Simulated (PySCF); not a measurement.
PySCF input file for CH3Si, SMILES [CH]=[SiH2], multiplicity 2, TDA-M06-2X/def2-TZVPD. Geometry optimised at ωB97X-D3(BJ)/def2-TZVP. The isomer is the one that the SMILES or the coordinates give; other isomers of the formula were not compared.

```python
import numpy as np
from pyscf import gto, scf, dft, tdscf

mol = gto.M(
    atom='''
    C     0.00000000   -0.00000000   -1.17900884
    Si   -0.00000000    0.00000000    0.48280027
    H     0.00000000   -0.00000000   -2.25172012
    H     0.00000000   -1.24032070    1.28328468
    H     0.00000000    1.24032070    1.28328467
    ''',
    basis='def2-TZVPD',
    charge=0,
    spin=1,
    max_memory=1600,
    verbose=4,
)
mf = dft.UKS(mol, xc='m06-2x').density_fit(auxbasis='def2-universal-jkfit')
mf.grids.level = 4
mf.conv_tol = 1e-9
mf.max_cycle = 100
mf.kernel()
fine, coarse = mf.grids, dft.Grids(mol).set(level=1).build(with_non0tab=True)
for _ in range(3):  # follow internal instabilities
    mf.grids = coarse
    mo, _, stable, _ = mf.stability(return_status=True, nroots=4)
    mf.grids = fine
    if stable:
        break
    mf.kernel(mf.make_rdm1(mo, mf.mo_occ))
mf.grids = dft.Grids(mol).set(level=2).build(with_non0tab=True)  # coarser grid for the response kernel
td = tdscf.TDA(mf)
td.nstates = 10
td.conv_tol = 1e-4
td.kernel(x0=td.get_init_guess(mf, 15))
td.analyze()
```

It prints:

```
PySCF version 2.14.0

[INPUT] verbose = 4
[INPUT] num. atoms = 5
[INPUT] num. electrons = 23
[INPUT] charge = 0
[INPUT] spin (= nelec alpha-beta = 2S) = 1
[INPUT] symmetry False subgroup None
[INPUT] Mole.unit = angstrom
[INPUT] Symbol           X                Y                Z      unit          X                Y                Z       unit  Magmom
[INPUT]  1 C      0.000000000000   0.000000000000  -1.179008840000 AA    0.000000000000   0.000000000000  -2.228003806041 Bohr   0.0
[INPUT]  2 Si     0.000000000000   0.000000000000   0.482800270000 AA    0.000000000000   0.000000000000   0.912360283166 Bohr   0.0
[INPUT]  3 H      0.000000000000   0.000000000000  -2.251720120000 AA    0.000000000000   0.000000000000  -4.255134335973 Bohr   0.0
[INPUT]  4 H      0.000000000000  -1.240320700000   1.283284680000 AA    0.000000000000  -2.343866429629   2.425056585050 Bohr   0.0
[INPUT]  5 H      0.000000000000   1.240320700000   1.283284670000 AA    0.000000000000   2.343866429629   2.425056566153 Bohr   0.0

nuclear repulsion = 45.2538738458317
number of shells = 43
number of NR pGTOs = 154
number of NR cGTOs = 107
basis = def2-TZVPD
ecp = {}


[settings echo left out]
init E= -329.212447995488
  alpha nocc = 12  HOMO = -0.205489965808447  LUMO = -0.0605467902881642
  beta  nocc = 11  HOMO = -0.254632964316318  LUMO = -0.205489965808443

WARN: HOMO -0.205489965808447 >= LUMO -0.205489965808443

cycle= 1 E= -329.206988855356  delta_E= 0.00546  |g|= 0.186  |ddm|= 1.27
  alpha nocc = 12  HOMO = -0.23616212106959  LUMO = -0.0122469023492337
  beta  nocc = 11  HOMO = -0.250912485652098  LUMO = -0.0345169392557009
  HOMO = -0.23616212107  LUMO = -0.0345169392557  gap/eV = 5.48704
cycle= 2 E= -329.200666635206  delta_E= 0.00632  |g|= 0.227  |ddm|= 0.337
  alpha nocc = 12  HOMO = -0.29314965448871  LUMO = -0.0192288479174429
  beta  nocc = 11  HOMO = -0.281780314171598  LUMO = -0.0733628770168693
  HOMO = -0.281780314172  LUMO = -0.0733628770169  gap/eV = 5.67133
cycle= 3 E= -329.232772928568  delta_E= -0.0321  |g|= 0.0311  |ddm|= 0.184
  alpha nocc = 12  HOMO = -0.291570278258098  LUMO = -0.0138758315278373
  beta  nocc = 11  HOMO = -0.278237726076892  LUMO = -0.062813537799947
  HOMO = -0.278237726077  LUMO = -0.0628135377999  gap/eV = 5.86199
cycle= 4 E= -329.233835362441  delta_E= -0.00106  |g|= 0.00949  |ddm|= 0.0487
  alpha nocc = 12  HOMO = -0.293363125214977  LUMO = -0.0127878178793637
  beta  nocc = 11  HOMO = -0.276342306096545  LUMO = -0.0601380970564591
  HOMO = -0.276342306097  LUMO = -0.0601380970565  gap/eV = 5.88322
cycle= 5 E= -329.234124532451  delta_E= -0.000289  |g|= 0.0054  |ddm|= 0.023
  alpha nocc = 12  HOMO = -0.295021709796413  LUMO = -0.0127980863041941
  beta  nocc = 11  HOMO = -0.2757684151929  LUMO = -0.0598837790954398
  HOMO = -0.275768415193  LUMO = -0.0598837790954  gap/eV = 5.87452
cycle= 6 E= -329.234311109077  delta_E= -0.000187  |g|= 0.00355  |ddm|= 0.0244
  alpha nocc = 12  HOMO = -0.295418092299776  LUMO = -0.0120163813338543
  beta  nocc = 11  HOMO = -0.27450372111235  LUMO = -0.059229737992208
  HOMO = -0.274503721112  LUMO = -0.0592297379922  gap/eV = 5.85790
cycle= 7 E= -329.234411419833  delta_E= -0.0001  |g|= 0.0022  |ddm|= 0.0206
  alpha nocc = 12  HOMO = -0.29618676872149  LUMO = -0.0117660022361328
  beta  nocc = 11  HOMO = -0.274030002088388  LUMO = -0.0591507788325494
  HOMO = -0.274030002088  LUMO = -0.0591507788325  gap/eV = 5.84716
cycle= 8 E= -329.234460227957  delta_E= -4.88e-05  |g|= 0.000787  |ddm|= 0.0231
  alpha nocc = 12  HOMO = -0.296268353911803  LUMO = -0.0117152499969428
  beta  nocc = 11  HOMO = -0.273711134225657  LUMO = -0.0590951171477556
  HOMO = -0.273711134226  LUMO = -0.0590951171478  gap/eV = 5.84000
cycle= 9 E= -329.234464625523  delta_E= -4.4e-06  |g|= 0.000162  |ddm|= 0.00963
  alpha nocc = 12  HOMO = -0.296253842848158  LUMO = -0.0117157804238914
  beta  nocc = 11  HOMO = -0.27370382481493  LUMO = -0.0590774687097451
  HOMO = -0.273703824815  LUMO = -0.0590774687097  gap/eV = 5.84028
cycle= 10 E= -329.234464673638  delta_E= -4.81e-08  |g|= 4.25e-05  |ddm|= 0.000829
  alpha nocc = 12  HOMO = -0.296250796422224  LUMO = -0.0117257705588081
  beta  nocc = 11  HOMO = -0.273718342126717  LUMO = -0.0590754613038129
  HOMO = -0.273718342127  LUMO = -0.0590754613038  gap/eV = 5.84073
cycle= 11 E= -329.234464675823  delta_E= -2.19e-09  |g|= 1.49e-05  |ddm|= 0.000156
  alpha nocc = 12  HOMO = -0.296254844282789  LUMO = -0.0117252087514075
  beta  nocc = 11  HOMO = -0.273718377178128  LUMO = -0.059079214763365
  HOMO = -0.273718377178  LUMO = -0.0590792147634  gap/eV = 5.84063
cycle= 12 E= -329.234464675959  delta_E= -1.36e-10  |g|= 8.42e-06  |ddm|= 3.57e-05
  alpha nocc = 12  HOMO = -0.296250302644506  LUMO = -0.011723917183577
  beta  nocc = 11  HOMO = -0.2737164218773  LUMO = -0.059075266318338
  HOMO = -0.273716421877  LUMO = -0.0590752663183  gap/eV = 5.84068
Extra cycle  E= -329.234464675952  delta_E= 7.11e-12  |g|= 1.01e-05  |ddm|= 1.68e-05
converged SCF energy = -329.234464675952  <S^2> = 0.79786847  2S+1 = 2.0473089
tot grids = 19008
uhf_internal: lowest eigs of H = [0.10637341 0.12629891 0.27805141 0.35674453]
<class 'pyscf.df.df_jk.DFUKS'> wavefunction is stable in the internal stability analysis
tot grids = 39256


******** <class 'pyscf.tdscf.uks.TDA'> for <class 'pyscf.df.df_jk.DFUKS'> ********
nstates = 10
deg_eia_thresh = 1.000e-03
wfnsym = None
conv_tol = 0.0001
eigh lindep = 1e-12
eigh level_shift = 0
eigh max_cycle = 100


Excitation energies (eV)
[1.33690654 2.99174031 3.6658063  5.31771449 5.44072617 5.57701786
 5.82608008 5.97089648 6.14241356 6.34281264]

** Excitation energies and oscillator strengths **
Excited State   1:      1.33691 eV    927.40 nm  f=0.0000
      11b ->   12b     -0.98150
      11b ->   20b     -0.15453
Excited State   2:      2.99174 eV    414.42 nm  f=0.0048
      11a ->   13a     -0.63842
      11a ->   23a      0.10810
      11b ->   13b      0.73837
Excited State   3:      3.66581 eV    338.22 nm  f=0.0000
      12a ->   13a     -0.98092
      12a ->   21a      0.11930
      12a ->   23a      0.10517
Excited State   4:      5.31771 eV    233.15 nm  f=0.0120
      11a ->   15a     -0.37905
      11a ->   16a     -0.23874
      11a ->   17a      0.11030
      11a ->   22a     -0.15563
      11a ->   24a     -0.10554
      11b ->   14b      0.18214
      11b ->   15b     -0.67281
      11b ->   16b      0.38239
      11b ->   17b     -0.21581
      11b ->   21b      0.15268
      11b ->   23b     -0.15582
Excited State   5:      5.44073 eV    227.88 nm  f=0.2326
      11a ->   13a     -0.70205
      12a ->   20a      0.15831
      12a ->   25a      0.12923
      10b ->   12b     -0.23690
      11b ->   13b     -0.59922
Excited State   6:      5.57702 eV    222.31 nm  f=0.0308
      11a ->   15a      0.10630
      11b ->   14b      0.87052
      11b ->   16b     -0.43382
      11b ->   26b      0.13071
Excited State   7:      5.82608 eV    212.81 nm  f=0.0279
      12a ->   14a     -0.13794
      12a ->   15a     -0.85820
      12a ->   16a     -0.18627
      12a ->   17a      0.11991
      12a ->   22a     -0.20360
      12a ->   24a     -0.10710
       9b ->   12b     -0.31495
Excited State   8:      5.97090 eV    207.65 nm  f=0.0002
      12a ->   14a     -0.15665
      12a ->   15a     -0.30655
       8b ->   12b     -0.19401
       9b ->   12b      0.89032
       9b ->   20b      0.13268
Excited State   9:      6.14241 eV    201.85 nm  f=0.0020
      11a ->   15a      0.55198
      11a ->   16a      0.19101
      11a ->   22a      0.13159
      11b ->   14b     -0.29610
      11b ->   15b     -0.66083
      11b ->   16b     -0.26024
Excited State  10:      6.34281 eV    195.47 nm  f=0.1636
      11a ->   14a      0.17670
      11a ->   15a      0.57915
      11a ->   22a      0.10345
      11b ->   14b      0.29912
      11b ->   16b      0.68966
      11b ->   26b     -0.10243

** Transition electric dipole moments (AU) **
state          X           Y           Z        Dip. S.      Osc.
  1         0.0000      0.0000     -0.0000      0.0000      0.0000
  2        -0.0000      0.0000      0.2551      0.0651      0.0048
  3        -0.0000      0.0000      0.0000      0.0000      0.0000
  4        -0.3033     -0.0000     -0.0000      0.0920      0.0120
  5         0.0000     -0.0000     -1.3211      1.7453      0.2326
  6        -0.4747      0.0000      0.0000      0.2254      0.0308
  7         0.0000      0.4421     -0.0000      0.1955      0.0279
  8        -0.0000      0.0411     -0.0000      0.0017      0.0002
  9        -0.1164     -0.0000     -0.0000      0.0136      0.0020
 10        -1.0262     -0.0000     -0.0000      1.0531      0.1636

** Transition velocity dipole moments (imaginary part, AU) **
state          X           Y           Z        Dip. S.      Osc.
  1        -0.0000     -0.0000      0.0000      0.0000      0.0000
  2        -0.0000      0.0000      0.0015      0.0000      0.0000
  3        -0.0000      0.0000      0.0000      0.0000      0.0000
  4        -0.0185     -0.0000     -0.0000      0.0003      0.0012
  5        -0.0000     -0.0000     -0.0699      0.0049      0.0163
  6        -0.1044      0.0000      0.0000      0.0109      0.0354
  7         0.0000      0.0940     -0.0000      0.0088      0.0275
  8         0.0000      0.0628      0.0000      0.0039      0.0120
  9         0.0032     -0.0000     -0.0000      0.0000      0.0000
 10        -0.1720      0.0000     -0.0000      0.0296      0.0846

** Transition magnetic dipole moments (imaginary part, AU) **
state          X           Y           Z
  1        -0.0000      0.0000      0.7760
  2        -0.0000      0.0000     -0.0000
  3        -0.0000      0.0000      0.5650
  4        -0.0000     -0.0052     -0.0000
  5         0.0000      0.0000     -0.0000
  6        -0.0000      0.1094     -0.0000
  7        -0.3558     -0.0000     -0.0000
  8        -0.7834      0.0000     -0.0000
  9         0.0000     -0.1810     -0.0000
 10         0.0000     -0.3794     -0.0000
```

The run converged.
